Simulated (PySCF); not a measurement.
## Energy of V²⁺ (vanadium, charge +2) between two integer charges

The 3d alpha orbital of [Ar] 3d3 is emptied in steps (occupation f), with all orbitals relaxed, ending at [Ar] 3d2. All numbers are calculated (PySCF 2.14, no relativity, point nucleus, in def2-TZVP (6s4p4d1f, 45 functions)). The exact energy is a straight line in f; departures are measured from the line between the end points of the same method.

| f | PBE0 (eV) | r2SCAN (eV) | LC-wPBE (eV) |
| --- | --- | --- | --- |
| 1 | 0.000 | 0.000 | 0.000 |
| 0.8 | -0.849 | -1.139 | -0.406 |
| 0.6 | -1.282 | -1.717 | -0.618 |
| 0.4 | -1.290 | -1.724 | -0.627 |
| 0.2 | -0.864 | -1.152 | -0.424 |
| 0 | 0.000 | 0.000 | 0.000 |

| method | E(f=0) − E(f=1) (eV) | −ε at f=1 (eV) | −ε at f=0.4 (eV) |
| --- | --- | --- | --- |
| PBE0 | 30.076 | 24.807 | 31.114 |
| r2SCAN | 30.175 | 23.100 | 31.583 |
| LC-wPBE | 30.126 | 27.632 | 30.604 |

Orbital energy along the path (eV):

```csv
f,PBE0,r2SCAN,LC-wPBE
1,-24.807,-23.100,-27.632
0.8,-26.863,-25.872,-28.572
0.6,-28.968,-28.706,-29.564
0.4,-31.114,-31.583,-30.604
0.2,-33.295,-34.484,-31.689
0,-35.503,-37.385,-32.810
```

Reference removal energy between the ground levels: 29.311 eV (measured; NIST Atomic Spectra Database, ionization energies). The calculation has no spin-orbit coupling. The determinant left behind need not be the lowest term of the ion.
